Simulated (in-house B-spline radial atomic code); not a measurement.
Relativistic effects in Se⁸⁺, [Ar] 3d8: non-relativistic Hartree-Fock (point nucleus) against Dirac-Hartree-Fock (Fermi nucleus of rms radius 4.14 fm), both averages of the configuration, computed with an all-electron radial atomic-structure program (B-spline basis).

```json
{"orbital": "1s1/2", "ε NR (Eh)": "-466.95", "ε Dirac (Eh)": "?", "<r> NR (bohr)": "0.04498", "<r> Dirac (bohr)": "?", "change of <r> (%)": "?"}
{"orbital": "2s1/2", "ε NR (Eh)": "-66.728", "ε Dirac (Eh)": "-68.44", "<r> NR (bohr)": "0.1992", "<r> Dirac (bohr)": "0.1949", "change of <r> (%)": "-2.2"}
{"orbital": "2p1/2", "ε NR (Eh)": "-60.338", "ε Dirac (Eh)": "-61.792", "<r> NR (bohr)": "0.1726", "<r> Dirac (bohr)": "0.1684", "change of <r> (%)": "-2.4"}
{"orbital": "2p3/2", "ε NR (Eh)": "-60.338", "ε Dirac (Eh)": "-60.241", "<r> NR (bohr)": "0.1726", "<r> Dirac (bohr)": "0.1721", "change of <r> (%)": "-0.3"}
{"orbital": "3s1/2", "ε NR (Eh)": "-14.515", "ε Dirac (Eh)": "-14.833", "<r> NR (bohr)": "0.5691", "<r> Dirac (bohr)": "0.5594", "change of <r> (%)": "-1.7"}
{"orbital": "3p1/2", "ε NR (Eh)": "-12.213", "ε Dirac (Eh)": "?", "<r> NR (bohr)": "0.5733", "<r> Dirac (bohr)": "?", "change of <r> (%)": "?"}
{"orbital": "3p3/2", "ε NR (Eh)": "-12.213", "ε Dirac (Eh)": "-12.22", "<r> NR (bohr)": "0.5733", "<r> Dirac (bohr)": "0.572", "change of <r> (%)": "-0.2"}
{"orbital": "3d3/2", "ε NR (Eh)": "-8.3112", "ε Dirac (Eh)": "-8.2943", "<r> NR (bohr)": "0.5701", "<r> Dirac (bohr)": "0.5695", "change of <r> (%)": "-0.1"}
{"orbital": "3d5/2", "ε NR (Eh)": "-8.3112", "ε Dirac (Eh)": "-8.2554", "<r> NR (bohr)": "0.5701", "<r> Dirac (bohr)": "0.5725", "change of <r> (%)": "+0.4"}
```

Question: What happens to 3p1/2?

Answer: Its energy goes to -12.461 hartree and <r> to 0.5633 bohr (-1.74 %).

Question: What happens to 1s1/2?

Answer: Its energy goes to -474.46 hartree and <r> to 0.04406 bohr (-2.03 %).

Question: What explains the pattern of contraction and expansion?

Answer: Expansion is seen in 3d5/2. The s and p1/2 orbitals contract directly, screen the nucleus better, and so push out orbitals that have little density near the nucleus; spin-orbit coupling adds to this for j = l + 1/2 and opposes it for j = l - 1/2.

Question: By how much does the total energy change?

Answer: By -28.735 hartree, from -2378.242 to -2406.977.
